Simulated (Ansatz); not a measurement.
BF₃H₅NSi (`F[B-](F)(F)[NH2+][SiH3]`). The species carries charge 0 and has multiplicity 1.

```csv
atom,x (Å),y (Å),z (Å)
F1,-2.072,-0.160,0.677
B2,-1.371,-0.047,-0.493
F3,-0.957,-1.259,-1.003
F4,-1.953,0.769,-1.421
N5,0.054,0.717,-0.056
Si6,1.293,-0.470,0.520
H7,-0.185,1.405,0.653
H8,0.380,1.235,-0.869
H9,1.861,-1.113,-0.679
H10,2.333,0.318,1.227
H11,0.617,-1.397,1.444
```

Problem. List the harmonic frequencies (cm⁻¹, unscaled) at PBE0-D4/def2-TZVP in Ansatz. (Estimate.)

Solution. Ansatz gave: 44, 126, 172, 279, 290, 432, 443, 479, 567, 653, 705, 751, 789, 881, 934, 957, 964, 1028, 1062, 1243, 1273, 1592, 2242, 2294, 2314, 3498, 3570.

Problem. Is this a minimum?

Solution. Yes, all 27 modes are real.

Problem. Give the ideal-gas thermochemistry at 298.15 K and 1 bar (rigid rotor, harmonic oscillator; point group C1, symmetry number 1).

Solution. Zero-point energy 176.9 kJ/mol; H(298) − E = 199.2 kJ/mol; entropy 359.7 J/(mol·K), of which translation 168.0, rotation 115.2, vibration 76.4; G(298) − E = 91.9 kJ/mol. Modes under 100 cm⁻¹ are hindered rotations or soft bends, so the harmonic entropy is rough.

Problem. Rotational constants (cm⁻¹)?

Solution. 0.1532, 0.05802, 0.05783.
